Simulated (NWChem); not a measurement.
System: GaClF$_{2}$; SMILES [F][Ga]([F])[Cl]

```xyz
4

Ga     0.0000     0.0000     0.2964
F      0.0000    -1.4780     1.1987
F      0.0000     1.4780     1.1987
Cl     0.0000     0.0000    -1.8097
```
Atoms are numbered in this order, from 1.

Results from NWChem. Geometry: optimised at PBE0/def2-SVP.

For level LC-wPBE (HJS exchange hole, range parameter 0.4 per bohr)/def2-TZVP:

| Item | Result |
|---|---|
| highest occupied level (eV) | -12.94 |
| orbital gap (eV) | 13.13 |

Estimate the same quantities for level PW91/def2-TZVP.


* **highest occupied level (eV)**: -8.61
* **orbital gap (eV)**: 5.34
